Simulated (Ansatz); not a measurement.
Consider the cleavage of the Si–Si bond: `F[SiH]([SiH3])Cl` + NH₃ → `N[SiH](F)Cl` + SiH₄.

Gas-phase electronic energies from Ansatz, PBE0-D4/def2-TZVP geometries. CBS: MP2 limit from def2 TZ/QZ plus the TZ coupled-cluster correction, frozen cores. This one scheme is used for every species. DFT in def2-TZVPP. B3LYP here is the variant with VWN-RPA as its local correlation; programs differ in this. One conformer a species, not always the lowest.

CCSD(T)/CBS gives -80.8 kJ/mol.

**Question.** Another level gave -81.2 kJ/mol. Which?
A. B3LYP/def2-TZVPP
B. PBE0-D4/def2-TZVPP
C. BHLYP/def2-TZVPP
D. revPBE-D4/def2-TZVPP

**Answer.** A. B3LYP -81.2, revPBE-D4 -63.7, PBE0-D4 -69.6, BHLYP -90.8 kJ/mol.

Largest T1 diagnostic among the species: 0.012.

In def2-TZVPP, CCSD(T) changes the Hartree–Fock value by +16.2 kJ/mol (the triples alone add +2.3 kJ/mol) and MP2 by +9.2 kJ/mol. From BLYP to BHLYP (50 % exact exchange), in def2-TZVPP and without D4, ΔE moves by −15.8 kJ/mol. At CCSD(T), def2-SVP lies −4.6 kJ/mol from the extrapolated value and def2-TZVPP −2.2 kJ/mol.

CCSD(T)/CBS has its own doubt, a few kJ/mol and more with outer-core shells, so smaller differences from it don't rank the levels.
